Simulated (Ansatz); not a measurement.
Calculation: frozen-core CCSD(T)/def2-TZVPP // PBE-D3(BJ)/def2-SVP run with Ansatz (a program for electronic structure).

Ansatz 0.2 input:
```yaml
crystal:
  periodic: [false, false, false]
  atoms:
    - { symbol: Sc, position_ang: [-0.000014, -0.000001, -0.000008] }
    - { symbol: Br, position_ang: [-1.903643, 1.491004, 0.187759] }
    - { symbol: Br, position_ang: [2.005879, 0.425411, 1.295193] }
    - { symbol: Br, position_ang: [-0.102222, -1.916415, -1.482943] }
basis:
  gaussian: { orbitals: def2-TZVPP }
correlation:
  method: ccsd_t
```

Output:

```
Functional definition: HF
1414 factors; integrals over basis functions are off by at most 1.3e-3 eV
mean field evaluation 1: about -230676.5736 eV, gradient 2.4e1 eV
mean field evaluation 2: about -230676.6932 eV, gradient 2.4e1 eV
mean field evaluation 4: about -230678.8547 eV, gradient 1.8e0 eV
mean field evaluation 8: about -230678.8949 eV, gradient 1.4e-1 eV
mean field evaluation 16: about -230677.8055 eV, gradient 2.0e1 eV
mean field -230678.89514005 eV, -8477.2930366258 hartree, gradient 8.3e-6 eV, S^2 0.000000; 0 other end points of the search recorded, 0 dependent functions left out
32 core orbitals not correlated
reference -230678.89514005 eV, -8477.2930366258 hartree; 31, 31 occupied and 145, 145 virtual orbitals, 1414 factors
second order -30.06026904 eV of doubles, -0.00000000 eV of singles
cycle   1  -29.87526516 eV  change    1.9e-1 eV  update   1.5e-1
cycle   2  -30.46990514 eV  change   -5.9e-1 eV  update   6.6e-2
cycle   3  -30.68328184 eV  change   -2.1e-1 eV  update   3.1e-2
cycle   4  -30.65814778 eV  change    2.5e-2 eV  update   1.1e-2
cycle   5  -30.64883169 eV  change    9.3e-3 eV  update   4.4e-3
cycle   6  -30.65127986 eV  change   -2.4e-3 eV  update   1.3e-3
cycle   7  -30.65108259 eV  change    2.0e-4 eV  update   5.2e-4
cycle   8  -30.65090851 eV  change    1.7e-4 eV  update   1.9e-4
cycle   9  -30.65107369 eV  change   -1.7e-4 eV  update   9.4e-5
cycle  10  -30.65107265 eV  change    1.0e-6 eV  update   2.8e-5
perturbative correction -1.15962876 eV, -0.0426155708 hartree
Total energy: -230710.70584146 eV, -8478.4620583405 hartree
```

Cost: roughly 2.5 core-minutes.
